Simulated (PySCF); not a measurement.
Be(F)(OSiH3) (BeFH₃OSi), SMILES [F][Be][O][SiH3].

The structure is a stationary point at B3LYP-D3(BJ)/def2-SVP. The values are those of a single conformer.

All values below come from TDDFT-M06-2X/def2-SVPD (PySCF).

Vertical excitations; the highest root listed may be one member of a degenerate set.  State labels are in the subgroup Cs.

| state | symmetry | energy (eV) | λ (nm) | f | main pairs |
|---|---|---|---|---|---|
| S1 | A" | 7.40 | 168 | 0.000 | HOMO→LUMO (degenerate set) |
| S2 | A' | 7.40 | 168 | 0.000 | HOMO−1→LUMO (degenerate set) |
| S3 | A" | 8.66 | 143 | 0.016 | HOMO→LUMO+4 (degenerate set) |
| S4 | A' | 8.66 | 143 | 0.017 | HOMO−1→LUMO+4 (degenerate set) |
| S5 | A" | 8.78 | 141 | 0.000 | HOMO→LUMO+1 40 %, HOMO−1→LUMO+2 40 % |
| S6 | A" | 8.84 | 140 | 0.018 | HOMO−1→LUMO+2, HOMO→LUMO+1 (degenerate set) |
| S7 | A' | 8.84 | 140 | 0.018 | HOMO−1→LUMO+1, HOMO→LUMO+2 (degenerate set) |
| S8 | A" | 8.97 | 138 | 0.000 | HOMO→LUMO+6 47 %, HOMO−1→LUMO+5 46 % |
| S9 | A" | 9.01 | 138 | 0.106 | HOMO→LUMO+3, HOMO→LUMO+4, HOMO→LUMO+7, HOMO−2→LUMO (degenerate set) |
| S10 | A' | 9.02 | 138 | 0.105 | HOMO−1→LUMO+3, HOMO−1→LUMO+4, HOMO−1→LUMO+7, HOMO−3→LUMO (degenerate set) |
| T1 | A" | 7.15 | 173 | 0 | HOMO→LUMO 72 % |
| T2 | A' | 7.16 | 173 | 0 | HOMO−1→LUMO 72 % |
| T3 | A" | 8.45 | 147 | 0 | HOMO→LUMO+4 47 %, HOMO−2→LUMO 15 %, HOMO→LUMO+7 13 %, HOMO→LUMO 11 % |
| T4 | A' | 8.45 | 147 | 0 | HOMO−1→LUMO+4 47 %, HOMO−3→LUMO 15 %, HOMO−1→LUMO+7 13 %, HOMO−1→LUMO 10 % |
Triplets are in the Tamm–Dancoff approximation, which puts them higher than full response would, so one can lie above its singlet here.
